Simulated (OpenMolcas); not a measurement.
## Pt2+ in trigonal planar coordination: ligands and hosts compared

* Program: OpenMolcas 26.06
* Method: CASSCF
* Active space: 8 electrons in 5 orbitals (5d)
* Spin-orbit coupling: state interaction with AMFI integrals over the reference wave functions

Distances were set from a Shannon-type radius of the metal (high-spin where two are listed) plus a fixed donor radius (Br 1.91, OH 1.33, I 2.13 Å). Anionic complexes are neutralised by point charges, and hosts are embedded clusters. Ligand basis ANO-RCC-VDZP. States (labels of the rotation group of each site). Energies in cm-1 above the lowest state or level, χT in cm3 K/mol.

```json
{"Ligand or host": "Br", "R (Å)": "2.51", "Metal basis": "ANO-RCC-VDZP", "Outer charge (e at Å behind ligand)": "0.33 at 2.6", "Ground state": "2S+1 = 3", "First state of that spin": "694.2", "First gap with spin-orbit (degeneracies)": "734.9 (2, 1)", "χT at 300 K": "2.271", "First state of another spin": "1E 6377"}
{"Ligand or host": "OH", "R (Å)": "1.94", "Metal basis": "ANO-RCC-VTZP", "Outer charge (e at Å behind ligand)": "0.33 at 2.8", "Ground state": "2S+1 = 3", "First state of that spin": "5097", "First gap with spin-orbit (degeneracies)": "1829 (1, 2)", "χT at 300 K": "0.387", "First state of another spin": "2S+1 = 1: 6440"}
{"Ligand or host": "I", "R (Å)": "2.73", "Metal basis": "ANO-RCC-VTZP", "Outer charge (e at Å behind ligand)": "0.33 at 2.4", "Ground state": "2S+1 = 3", "First state of that spin": "241.1", "First gap with spin-orbit (degeneracies)": "492.0 (2, 1)", "χT at 300 K": "2.526", "First state of another spin": "1E 7018"}
```

The rows also differ in their metal basis and outer charges, so part of each step comes from that.

Without dynamic correlation the repulsion within the d shell is too large (B by tens of per cent), so at a given field states of lower spin stand too high. Real 4d8 and 5d8 ions are as a rule square planar and diamagnetic. With metal d orbitals alone the field can be off either way by tens of per cent. Ligand-to-metal charge-transfer states are missing. With no ligand orbital active B as a rule stays too high, so bands that hang on it stand too high and its fall with covalency is understated. Spin-orbit coupling mixes the spin-free states strongly: the lowest level takes only 47 % from its leading state, 2S+1 = 3, which lies 694 cm-1 above the lowest spin-free state (figures for Br; the like holds for I). The least metal-like active orbital is 79 % on the metal (Löwdin) and no ligand orbital is active, so the numbers are rough (holds for Br). The least metal-like active orbital is 76 % on the metal (Löwdin) and no ligand orbital is active, so the numbers are rough (holds for OH). The least metal-like active orbital is 81 % on the metal (Löwdin) and no ligand orbital is active, so the numbers are rough (holds for I). No measured value stands beside these numbers; the geometry was imposed, not optimised, and the real ion may take another.

A state without a sure symmetry label is named by its multiplicity alone.
